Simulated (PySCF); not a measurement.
## Two-component Hartree-Fock for Yb³⁵⁺ (ytterbium, charge +35)

Start: [Ar] 3d10 4s2 4p5; 4p1/2 filled at m_j = -1/2, +1/2; 4p3/2 filled at m_j = -1/2, +1/2, +3/2. Calculated with PySCF 2.14 in an even-tempered Gaussian basis (17 s from 3.7 bohr⁻², ratio 2.8; 14 p from 4.8 bohr⁻², ratio 2.8; 8 d from 8.6 bohr⁻², ratio 2.8; 4 f from 24 bohr⁻², ratio 3): generalised Hartree-Fock with the X2C-1e Hamiltonian and a Gaussian nucleus; one run each with spin-orbit coupling (SO) switched off, then screened by Boettger's factors.

```tsv
spinor shell	electrons	ε, spin-free (eV)	ε, screened SO (eV)	weight of nominal j (screened SO)	rms radius, screened SO (bohr)
1s1/2	2	-63125.1	-63108.5	1.000	0.0223
2s1/2	2	-12050.1	-12044.3	1.000	0.0901
2p1/2	2	-10795.2	-11539.5	1.000	0.0768
2p3/2	4	-10795.2	-10485.1	1.000	0.0837
3s1/2	2	-3861.5	-3859.1	1.000	0.228
3p1/2	2	-3473.6	-3638.8	1.000	0.219
3d3/2	4	-3008.1	-3037.2	1.000	0.206
3d5/2	6	-3008.1	-2986.0	1.000	0.210
4s1/2	2	-1727.6	-1726.7	1.000	0.483
4p1/2	2	-1583.1	-1632.7	0.999	0.481
4p3/2	3	-1583.1	-1561.6	0.999	0.504
```

(1) Where does 3p3/2 lie, and what is the 3p spin-orbit splitting (screened SO)?

| quantity | spin-free | screened SO |
| --- | --- | --- |
| E (hartree) | -13347.27688 | -13361.32511 |
| M_J | 3/2 | 3/2 |
| ⟨J²⟩ | 3.751 | 3.751 |
| ⟨L²⟩ | 2.001 | 2.057 |
| ⟨S²⟩ | 0.750 | 0.806 |

Each row is a mean over spinors that exchange with the open shell spreads, by up to 11.550 eV (4s1/2).

Breit and QED terms are absent; they matter most for the inner s and p1/2 levels.

Densities and radii are taken from the X2C orbitals without a picture-change correction, which distorts them close to the nucleus.

Without spin-orbit coupling the j labels of p, d and f shells carry no meaning; the spin-free column gives the mean over the occupied spinors of each nl shell.

Answers

(1) At -3402.7 eV, 236.11 eV above 3p1/2.
